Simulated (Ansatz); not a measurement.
Geometry optimisation, RKS PBE-D4/def2-SVP (Ansatz).

Input:

```yaml
crystal:
  periodic: [false, false, false]
  atoms:
    - { symbol: Ga, position_ang: [0.0, 0.0, 0.0] }
    - { symbol: O, position_ang: [0.0, 0.0, 2.14] }
    - { symbol: H, position_ang: [-0.9095, -0.2814, 2.4771] }
    - { symbol: H, position_ang: [1.3596, 0.0, -0.785] }
    - { symbol: "N", position_ang: [-1.6714, 0.0, -0.965] }
    - { symbol: H, position_ang: [-2.3403, -0.8164, -0.8664] }
    - { symbol: H, position_ang: [-1.9204, 0.8164, -1.5936] }
    - { symbol: S, position_ang: [0.1152, 2.4362, 0.8104] }
    - { symbol: H, position_ang: [0.6677, 2.4753, 2.0961] }
    - { symbol: H, position_ang: [0.0598, 1.2648, 1.9608] }
basis:
  gaussian: { orbitals: def2-SVP }
hamiltonian:
  xc: pbe
  dispersion: d4
relax:
  f_tol: 0.15
  max_steps: 25
  restrain:
    - { distance: [0, 7], at: 2.27, k: 30.0 }
    - { distance: [9, 1], at: 1.01, k: 30.0 }
    - { distance: [0, 1], at: 2.99, k: 30.0 }
    - { distance: [9, 7], at: 2.6, k: 30.0 }
```

Command:

```bash
$ ansatz run input.yaml --threads 4 --pin off --max-ram 5120MiB --backend cpu --events-out ev --progress --plain --runs-dir out
```

Where does it end, and by what steps?

It converged. The restraints hold the end off the free minimum. After 20 steps the energy has fallen by 2.064 eV (the restraints' own energy left out); H9 moved furthest, 1.40 Å. Parted: Ga1–O2 (2.14 → 2.98 Å). Joined: O2–H10 (1.28 → 0.99 Å).

| step | energy less start (eV) | largest force component (eV/Å) | accepted |
| --- | --- | --- | --- |
| 0 | 0.0000 | 2.184 | yes |
| 1 | -0.3887 | 2.665 | yes |
| 2 | -0.6278 | 2.631 | yes |
| 3 | -0.9016 | 2.304 | yes |
| 4 | -1.3727 | 1.117 | yes |
| 5 | -1.6267 | 0.777 | yes |
| 6 | -1.8079 | 0.852 | yes |
| 7 | -1.9415 | 0.590 | yes |
| 8 | -1.9982 | 0.549 | yes |
| 9 | -2.0236 | 0.535 | yes |
| 10 | -2.0195 | 0.696 | no |
| 11 | -2.0372 | 0.473 | yes |
| 12 | -2.0453 | 0.548 | yes |
| 13 | -2.0452 | 0.567 | yes |
| 14 | -2.0518 | 0.550 | yes |
| 15 | -2.0516 | 0.679 | no |
| 16 | -2.0570 | 0.548 | yes |
| 17 | -2.0585 | 0.523 | yes |
| 18 | -2.0582 | 0.727 | yes |
| 19 | -2.0579 | 0.566 | no |
| 20 | -2.0638 | 0.555 | yes |

```xyz
10
Properties=species:S:1:pos:R:3
Ga 0.153 0.631 -0.288
O -0.476 -0.202 2.500
H -1.222 -0.381 1.882
H 1.470 -0.123 -0.651
N -1.551 -0.010 -0.536
H -1.733 -0.821 -1.132
H -2.337 0.644 -0.574
S 0.065 2.666 0.701
H 1.406 2.701 0.933
H -0.414 0.789 2.438
```

The run took 29 s on 4 threads of Arm Neoverse V1, on a shared host, peak memory 0.17 GiB.
